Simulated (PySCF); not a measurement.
Species: 1-chloroborepin, C₆H₆BCl.
Numbering: `[Cl:1][B:2]1[CH:3]=[CH:4][CH:5]=[CH:6][CH:7]=[CH:8]1` (hydrogens: H9 on C3; H10 on C4; H11 on C5; H12 on C6; H13 on C7; H14 on C8)

The closed-shell ground state was solved at several levels (PySCF, density fitting, gas phase, non-relativistic). Isolated species at its PBE0-D3(BJ)/def2-TZVP geometry, gas phase.

```json
{"level": "PBE0/pcSseg-2", "basis functions": "379", "total energy (Eh)": "-716.9648", "HOMO (eV)": "-7.19", "LUMO (eV)": "-2.29", "gap (eV)": "4.90", "dipole (D)": "3.57"}
{"level": "KT3/pcSseg-2", "basis functions": "379", "total energy (Eh)": "-724.8606", "HOMO (eV)": "-6.27", "LUMO (eV)": "-3.04", "gap (eV)": "3.23", "dipole (D)": "3.44"}
{"level": "B97-2/pcSseg-2", "basis functions": "379", "total energy (Eh)": "-717.3764", "HOMO (eV)": "-6.95", "LUMO (eV)": "-2.31", "gap (eV)": "4.64", "dipole (D)": "3.57"}
```

**Question.** What might wB97X-D/pcSseg-2 (379 basis functions) give for the same quantities?

**Answer.** Total energy -717.3378 Eh, HOMO -8.86 eV, LUMO -0.59 eV, gap 8.27 eV, dipole 3.63 D.

**Question.** Over all these levels, which gives the widest orbital gap and which the narrowest?

**Answer.** wB97X-D/pcSseg-2 (range-separated hybrid) has the widest, 8.27 eV, and KT3/pcSseg-2 (GGA) the narrowest, 3.23 eV. From the narrowest to the widest the HOMO moves by -2.59 eV and the LUMO by +2.45 eV.

**Question.** In the pcSseg-2 basis, how does the gap go with the fixed share of exact exchange?

**Answer.** KT3 (0 %) 3.23 eV; B97-2 (21 %) 4.64 eV; PBE0 (25 %) 4.90 eV. Each rise in the share widens the gap here.

**Question.** How far do the dipole and the HOMO energy spread over the levels?

**Answer.** The dipole runs from 3.44 to 3.63 D (mean 3.55 D) and the HOMO from -8.86 to -6.27 eV.

The pairwise dispersion term of wB97X-D wasn't added to the energies; at a given geometry it leaves orbitals and properties as they are.
